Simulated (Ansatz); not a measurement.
Strength of the Si–Si bond: C2H8Si2 → C2H5Si + SiH3

Species: C2H8Si2 `C=C[SiH2][SiH3]`, singlet; C2H5Si `C=C[SiH2]`, doublet; SiH3 (silyl radical) `[SiH3]`, doublet. 

Shapes, held fixed at every level: PBE0-D4/def2-TZVP. Flexible molecules stand in one conformer, not always the lowest. Programs: Ansatz 0.2.0. The zero-point and thermal change to 298 K, harmonic and unscaled (PBE0-D4/def2-TZVP), is -11.5 kJ/mol.

Problem. Estimate ΔH(298 K) of this reaction.

Solution. B2PLYP/def2-TZVPP gives ΔH(298 K) = +297.2 kJ/mol; the levels span +285.8 to +335.1. The median of the levels is +297.9. No measured value is set beside it here. Spin contamination: C2H5Si (⟨S²⟩ up to 0.90). Open shells run unrestricted unless RO is named. Times are processor times on shared x86 and Arm servers, and rough.

```json
{"level": "SPW92/def2-TZVPP", "kind": "LDA", "ΔH(298 K) (kJ/mol)": "+335.1", "CPU time (sum over the molecules)": "8.4 s"}
{"level": "PBE-D4/def2-TZVPP", "kind": "GGA", "ΔH(298 K) (kJ/mol)": "+297.9", "CPU time (sum over the molecules)": "16 s"}
{"level": "r2SCAN-D4/def2-TZVPP", "kind": "meta-GGA", "ΔH(298 K) (kJ/mol)": "+285.8", "CPU time (sum over the molecules)": "33 s"}
{"level": "B3LYP-D4/def2-TZVPP", "kind": "global hybrid", "ΔH(298 K) (kJ/mol)": "+296.6", "CPU time (sum over the molecules)": "26 s"}
{"level": "PBE0-D4/def2-TZVPP", "kind": "global hybrid", "ΔH(298 K) (kJ/mol)": "+301.6", "CPU time (sum over the molecules)": "20 s"}
{"level": "wB97X-V/def2-TZVPP", "kind": "range-separated hybrid", "ΔH(298 K) (kJ/mol)": "+322.0", "CPU time (sum over the molecules)": "50 s"}
{"level": "B2PLYP/def2-TZVPP", "kind": "double hybrid", "ΔH(298 K) (kJ/mol)": "+297.2", "CPU time (sum over the molecules)": "32 s"}
```
